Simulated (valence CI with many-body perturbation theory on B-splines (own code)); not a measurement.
**Energy levels of Nb⁹⁺**

Calculated by valence CI with perturbative core correlation (CI+MBPT): four valence electrons over a frozen Dirac-Fock core [Ar] 3d10, a basis of 11 s, 11 p, 10 d, 8 f, 5 g, 2 h functions for each j, with the one-electron correlation potential Σ1, the two-electron term Σ2, the three-electron term Σ3, Breit, model QED; selected CI, second order for the rest, scaled by the run's own slope (own B-spline code, finite nucleus).

No measured spectrum was set against this ion. As an estimate, levels hold to about 250 cm⁻¹ or 0.2 % of their energy and the worst to 1 %, as in measured heavy ions of charge 2 to 7; those with d or f electrons hold less well. Among the levels kept, up to 740 cm⁻¹ of a level comes from second order outside the variational space, and about a tenth of that is noise between levels of different J, which matters for small intervals.

Levels 91 to 135 of 186, with energies above the lowest level, 4s2 4p2 3P_0. "Leading %" is the weight of the configuration and term that name the level; weights of strongly mixed levels are sums over their largest components and can fall short. In the jj column 3d3/2^4 stands for four electrons in 3d with j = 3/2.

| No. | Configuration | Term | J | E (cm⁻¹) | Leading % | g | Leading jj | Second component |
| --- | --- | --- | --- | --- | --- | --- | --- | --- |
| 91 | 4s 4p2 4d | 3P | 0 | 698350 | 71 |  | 4s 4p3/2^2 4d3/2 (58 %) | 10 % 4s 4p2 4d 1S |
| 92 | 4s 4p2 4d | 3P | 1 | 698550 | 39 | 1.143 | 4s 4p3/2^2 4d5/2 (37 %) | 27 % 4s 4p2 4d 1P |
| 93 | 4s2 4p 4f | 1G | 4 | 701620 | 32 | 1.069 | 4s^2 4p1/2 4f7/2 (73 %) | 31 % 4s2 4p 4f 3G |
| 94 | 4s2 4p 4f | 3G | 3 | 703800 | 59 | 0.869 | 4s^2 4p1/2 4f5/2 (56 %) | 20 % 4s2 4p 4f 3F |
| 95 | 4s2 4p 4f | 3F | 2 | 705850 | 28 | 0.890 | 4s^2 4p1/2 4f5/2 (41 %) | 14 % 4s2 4p 4f 1D |
| 96 | 4s2 4p 5p | 3P | 0 | 707180 | 84 |  | 4s^2 4p1/2 5p1/2 (86 %) | 10 % 4s2 4p 5p 1S |
| 97 | 4s2 4p 5p | 3P | 1 | 708450 | 40 | 1.288 | 4s^2 4p1/2 5p3/2 (89 %) | 21 % 4s2 4p 5p 1P |
| 98 | 4s2 4p 5p | 3D | 2 | 709440 | 65 | 1.128 | 4s^2 4p1/2 5p3/2 (76 %) | 10 % 4s2 4p 5p 3P |
| 99 | 4s 4p2 4d | 1D | 2 | 712860 | 37 | 0.918 | 4s 4p3/2^2 4d5/2 (20 %) | 23 % 4s2 4p 4f 3F |
| 100 | 4s2 4p 4f | 3F | 3 | 713370 | 32 | 1.011 | 4s^2 4p3/2 4f5/2 (29 %) | 26 % 4s2 4p 4f 3G |
| 101 | 4s2 4p 4f | 1G | 4 | 717700 | 31 | 1.092 | 4s^2 4p3/2 4f7/2 (34 %) | 21 % 4s2 4p 4f 3F |
| 102 | 4s2 4p 4f | 3G | 4 | 722490 | 46 | 1.140 | 4s^2 4p3/2 4f5/2 (46 %) | 25 % 4s2 4p 4f 3F |
| 103 | 4s2 4p 5p | 3P | 1 | 722510 | 49 | 1.190 | 4s^2 4p3/2 5p1/2 (69 %) | 29 % 4s2 4p 5p 1P |
| 104 | 4s2 4p 4f | 3G | 5 | 724320 | 91 | 1.200 | 4s^2 4p3/2 4f7/2 (91 %) | 6 % 4s 4p2 4d 3G |
| 105 | 4s2 4p 5p | 3P | 2 | 726400 | 59 | 1.345 | 4s^2 4p3/2 5p1/2 (74 %) | 20 % 4s2 4p 5p 3D |
| 106 | 4s2 4p 5p | 3D | 3 | 727960 | 80 | 1.317 | 4s^2 4p3/2 5p3/2 (80 %) | 8 % 4s2 4p 4f 3D |
| 107 | 4s2 4p 5p | 3S | 1 | 733250 | 77 | 1.830 | 4s^2 4p3/2 5p3/2 (67 %) | 12 % 4s2 4p 5p 1P |
| 108 | 4s2 4p 4f | 3D | 3 | 735560 | 43 | 1.239 | 4s^2 4p1/2 4f7/2 (24 %) | 15 % 4s2 4p 5p 3D |
| 109 | 4s2 4p 5p | 1D | 2 | 738830 | 69 | 1.134 | 4s^2 4p3/2 5p3/2 (78 %) | 25 % 4s2 4p 5p 3P |
| 110 | 4s2 4p 4f | 3D | 2 | 742210 | 58 | 1.095 | 4s^2 4p3/2 4f5/2 (38 %) | 8 % 4s2 4d2 3F |
| 111 | 4s2 4p 4f | 3D | 1 | 748380 | 76 | 0.500 | 4s^2 4p3/2 4f5/2 (76 %) | 19 % 4s 4p2 4d 3D |
| 112 | 4s 4p2 4d | 1F | 3 | 749280 | 37 | 1.064 | 4s^2 4p3/2 4f7/2 (42 %) | 36 % 4s2 4p 4f 1F |
| 113 | 4s2 4d2 | 1D | 2 | 750950 | 24 | 1.031 | 4s^2 4p3/2 4f7/2 (35 %) | 23 % 4s2 4p 4f 1D |
| 114 | 4s2 4p 5p | 1S | 0 | 755860 | 86 |  | 4s^2 4p3/2 5p3/2 (87 %) | 9 % 4s2 4p 5p 3P |
| 115 | 4s2 4d2 | 3F | 2 | 769540 | 56 | 0.699 | 4s^2 4d3/2^2 (53 %) | 19 % 4s2 4p 4f 3F |
| 116 | 4s2 4d2 | 3P | 0 | 770740 | 84 |  | 4s^2 4d3/2^2 (57 %) | 10 % 4s 4p2 4d 3P |
| 117 | 4s2 4d2 | 3F | 3 | 771720 | 60 | 1.087 | 4s^2 4d3/2 4d5/2 (60 %) | 20 % 4s2 4p 4f 3F |
| 118 | 4s2 4d2 | 3P | 1 | 771790 | 85 | 1.500 | 4s^2 4d3/2 4d5/2 (85 %) | 10 % 4s 4p2 4d 3P |
| 119 | 4s2 4d2 | 3F | 4 | 773060 | 63 | 1.248 | 4s^2 4d5/2^2 (46 %) | 19 % 4s2 4p 4f 3F |
| 120 | 4s2 4d2 | 3P | 2 | 773450 | 83 | 1.489 | 4s^2 4d3/2 4d5/2 (45 %) | 10 % 4s 4p2 4d 3P |
| 121 | 4p3 4d | 3F° | 2 | 787600 | 39 | 0.990 | 4p1/2^2 4p3/2 4d3/2 (61 %) | 21 % 4p3 4d 3D° |
| 122 | 4p3 4d | 5D° | 3 | 789170 | 43 | 1.319 | 4p1/2^2 4p3/2 4d3/2 (41 %) | 20 % 4p3 4d 3F° |
| 123 | 4p3 4d | 5D° | 0 | 790820 | 62 |  | 4p1/2^2 4p3/2 4d3/2 (57 %) | 20 % 4p3 4d 1S° |
| 124 | 4p3 4d | 5D° | 1 | 792620 | 87 | 1.476 | 4p1/2^2 4p3/2 4d3/2 (40 %) | 5 % 4p3 4d 3P° |
| 125 | 4p3 4d | 5D° | 4 | 792990 | 71 | 1.424 | 4p1/2^2 4p3/2 4d5/2 (53 %) | 11 % 4p3 4d 3F° |
| 126 | 4s2 4d2 | 1D | 2 | 793760 | 48 | 0.992 | 4s^2 4d5/2^2 (30 %) | 29 % 4s2 4p 4f 1D |
| 127 | 4p3 4d | 5D° | 2 | 794870 | 66 | 1.393 | 4p1/2^2 4p3/2 4d5/2 (39 %) | 17 % 4p3 4d 3D° |
| 128 | 4s 4p2 5s | 5P | 1 | 796750 | 93 | 2.457 | 4s 4p1/2^2 5s (56 %) |  |
| 129 | 4p3 4d | 1S° | 0 | 796920 | 58 |  | 4p1/2 4p3/2^2 4d3/2 (53 %) | 27 % 4p3 4d 5D° |
| 130 | 4p3 4d | 3D° | 2 | 798610 | 38 | 0.952 | 4p1/2 4p3/2^2 4d3/2 (73 %) | 35 % 4p3 4d 3F° |
| 131 | 4p3 4d | 3D° | 1 | 799080 | 80 | 0.525 | 4p1/2 4p3/2^2 4d3/2 (41 %) | 5 % 4s 4p2 4f 3D° |
| 132 | 4p3 4d | 3D° | 3 | 799720 | 52 | 1.324 | 4p1/2 4p3/2^2 4d5/2 (47 %) | 22 % 4p3 4d 5D° |
| 133 | 4p3 4d | 3F° | 3 | 800790 | 40 | 1.126 | 4p1/2 4p3/2^2 4d3/2 (62 %) | 22 % 4p3 4d 5D° |
| 134 | 4p3 4d | 3G° | 3 | 803530 | 46 | 0.907 | 4p1/2 4p3/2^2 4d5/2 (30 %) | 18 % 4p3 4d 3F° |
| 135 | 4p3 4d | 3F° | 4 | 805090 | 38 | 1.209 | 4p1/2 4p3/2^2 4d5/2 (45 %) | 29 % 4p3 4d 3G° |

Names give the largest LS component (configuration and term), which can be under half, so a name can repeat, a term be missing and a line seem to break the LS rules; names also repeat where a configuration has a term twice.

Where two levels of one J and parity lie close, their mixing, g and order are uncertain.
